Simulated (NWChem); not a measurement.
# AlNH4O2; SMILES [NH2][Al]([OH])[OH]

```xyz
8

Al    -0.0025    -0.0195     0.0000
O      1.1336    -1.2866     0.0000
H      2.0869    -1.2085     0.0000
O     -1.6568    -0.4108     0.0000
H     -1.9804    -1.3121     0.0000
N      0.4295     1.6911     0.0000
H     -0.2583     2.4352     0.0000
H      1.3636     2.0801     0.0000
```
Atoms are numbered in this order, from 1.

Computed with NWChem. Structure relaxed at the PBE0/def2-SVP level. Ions are spin-unrestricted doublets at the neutral geometry; other ion states weren't tried.

For level PBE/def2-SVP:

| Property | Result |
|---|---|
| −ε(HOMO) (eV) | 5.45 |

Q: What are these values for level CAM-B3LYP/def2-SVP?

A: −ε(HOMO) (eV): 8.42
